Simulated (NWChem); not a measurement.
A calculation on FGe

```
Ge
F 1 1.7654
```
Charge 0, spin multiplicity 2.

The numbers come from NWChem runs, not from measurements. Structure: optimised with UB3LYP/def2-SVP, a minimum by its harmonic frequencies.

The Hamiltonian is non-relativistic. The correlated methods keep 10 core orbitals frozen. The Pople sets run with spherical d functions. This spin state was chosen for the runs; another may lie lower. The structure started from a generated list of species. The unpaired electrons of the parent sit in orbitals of symmetry b1 (C2v labels of the run); other states weren't searched. The stability of the SCF solutions was not checked.

Worked example. A B2PLYP run in 6-311G** ends its self-consistent part (53 % exact exchange, 47 % B88, 73 % LYP) at -2176.25232 Ha, and second-order perturbation theory on those orbitals gives -0.50450 Ha unscaled.

The perturbative term enters with the weight 0.27: -2176.25232 + 0.27·(-0.50450) = -2176.38854 Ha is the total energy.
